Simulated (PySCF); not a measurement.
Geometries of 3 isomers of C4H9OPSi, from PySCF, PBE0-D3(BJ)/def2-SVP geometry optimisation, gas phase. One conformer each, no zero-point energy, no frequencies.

Question: Which is lowest in electronic energy at this level?
A.
```xyz
16
angstrom
C     -0.554    2.385   -1.158
C     -0.163    1.144   -0.853
C     -0.866    0.252    0.086
C     -0.074   -0.766    0.988
Si     1.794   -0.924    0.960
P     -1.152   -1.502   -0.239
O     -2.394   -2.292   -0.013
H     -0.003    2.990   -1.882
H     -1.437    2.836   -0.697
H      0.731    0.735   -1.341
H     -1.712    0.715    0.609
H     -0.493   -0.832    2.001
H      2.185   -2.066    1.838
H      2.263   -1.201   -0.433
H      2.449    0.329    1.442
H     -0.336   -1.846   -1.347
```
B.
```xyz
16
angstrom
C      2.938   -0.415   -0.014
C      1.656   -0.780   -0.108
P      0.332    0.254   -0.808
Si    -0.012    1.573    1.002
C     -1.121   -0.914   -0.529
C     -2.476   -0.345   -0.861
O     -0.962   -2.062   -0.200
H      3.683   -1.094    0.412
H      3.296    0.564   -0.348
H      1.320   -1.774    0.217
H     -0.260    0.775    2.240
H     -1.180    2.473    0.749
H      1.220    2.397    1.170
H     -3.240   -0.829   -0.237
H     -2.695   -0.583   -1.915
H     -2.518    0.747   -0.749
```
C.
```xyz
16
angstrom
O     -2.739   -1.889   -0.395
P     -1.921   -0.644   -0.494
C     -0.192   -0.731   -1.036
C      0.627   -0.017   -0.244
Si     2.486    0.080   -0.514
C     -0.038    0.732    0.895
C     -1.476    0.227    1.057
H     -2.487    0.364   -1.339
H      0.135   -1.309   -1.904
H      2.896    1.500   -0.741
H      2.865   -0.751   -1.692
H      3.187   -0.412    0.712
H     -0.024    1.811    0.660
H      0.542    0.626    1.827
H     -2.200    1.014    1.312
H     -1.544   -0.554    1.831
```

Answer: C. That is `O=[P@@H]1C=C([SiH3])CC1`, 12.2 kcal/mol below the next.

| SMILES | atoms numbered as above | E (Eh) | relative (kcal/mol) | relative (kJ/mol) | dipole (D) |
| --- | --- | --- | --- | --- | --- |
| O=[P@@H]1C=C([SiH3])CC1 | [O:1]=[P@@H:2]1[CH:3]=[C:4]([SiH3:5])[CH2:6][CH2:7]1 | -863.02117 | 0.0 | 0.0 | 4.26 |
| C=CP([SiH3])C(C)=O | [CH2:1]=[CH:2][P:3]([SiH3:4])[C:5]([CH3:6])=[O:7] | -863.00175 | 12.2 | 51.0 | 1.65 |
| C=C[C@@H]1[C@H]([SiH3])[P@H]1=O | [CH2:1]=[CH:2][C@@H:3]1[C@H:4]([SiH3:5])[P@H:6]1=[O:7] | -862.97049 | 31.8 | 133.1 | 3.21 |

As drawn, the highest has a three-membered ring, which the lowest lacks.
